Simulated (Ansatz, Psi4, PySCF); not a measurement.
C3H4BF2N, singlet, at a GFN2-xTB geometry. Base run: B3LYP5/6-31G** in PySCF.

PySCF was given this input:
```python
from pyscf import gto, scf, dft

mol = gto.Mole()
mol.atom = '''
    C    -2.37112689   -0.35056281   -0.08278616
    N    -0.95345456   -0.15517216   -0.03302473
    C     0.05185757   -1.22484216    0.02475111
    C     1.11465312   -0.42607944    0.04991522
    F     2.42025305   -0.72579518    0.10467068
    B     0.06560041    0.80739072   -0.01255695
    F     0.02051411    2.11788743   -0.03864729
    H    -2.86104603    0.62014981   -0.11930727
    H    -2.65182005   -0.92386939   -0.97210566
    H    -2.71870381   -0.89081849    0.80359543
    H    -0.16145753   -2.27613424    0.03628393
'''
mol.basis = '6-31g**'
mol.verbose = 4
mol.build()

mf = dft.RKS(mol)
mf.xc = 'b3lyp5'
mf.kernel()
```

The same geometry, method and basis name were run in Ansatz (an electronic-structure program) and Psi4 and PySCF, at each program's defaults and at the settings that a row names. The base is PySCF at its defaults. Differences at the defaults can come from grids, fitting, cores and function types together.

```
code and settings                                                                             ΔE vs base (µEh)  basis functions      E (Eh)  SCF cycles  dipole (D)
--------------------------------------------------------------------------------------------  ----------------  ---------------  ----------  ----------  ----------
PySCF, defaults (exact integrals, its default grid, spherical functions)                                   0.0              118  -395.80983          11        2.41
Psi4, defaults (density fitting with its default set, its default grid, Cartesian functions)             -5418              125  -395.81525          10        2.42
Ansatz, defaults (factorised integrals, its default grid, Cartesian functions)                           -5382              125  -395.81522           -           -
PySCF, density fitting with def2-universal-jkfit                                                         -79.8              118  -395.80991          11        2.41
PySCF, fine grid                                                                                           0.6              118  -395.80983          11        2.41
Psi4, exact integrals, spherical functions, fine grid                                                      0.6              118  -395.80983          14        2.41
Ansatz, high accuracy, Cartesian functions as the basis file defines them                                -5391              125  -395.81523           -           -
```
